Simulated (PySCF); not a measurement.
**Nb²⁺: excitation energy**

Nb²⁺ [Kr] 4d3 (4F) → Nb²⁺ [Kr] 4d2 5p1 (high-spin determinant), as a difference of total energies. Computed with PySCF 2.14 in aug-cc-pVTZ-DK (9s8p6d3f2g, 102 functions), with the spin-free X2C one-electron Hamiltonian (Gaussian nucleus). Correlated levels: valence: [Kr] frozen. The calculations carry no spin-orbit coupling.

| method | excitation energy (eV) |
| --- | --- |
| UHF | 7.922 |
| LDA | 7.993 |
| PBE | 7.997 |
| PBE0 | 8.144 |
| r2SCAN | 8.211 |
| CAM-B3LYP | 8.100 |
| MN15 | 8.297 |
| revPBE | 8.016 |
| MP2 (valence) | 8.037 |
| SCS-MP2 (valence) | 7.961 |

**Question.** How much does correlation contribute at MP2 (valence)?

**Answer.** 8.037 − (7.922) = 0.115 eV, measured against UHF.

A first-order spin-orbit estimate (lowest level to lowest level, LS coupling) adds -0.095 eV.

The determinant of the upper state mixes LS terms, which raises its energy above the lowest term, most at the Hartree-Fock and MP2 levels.
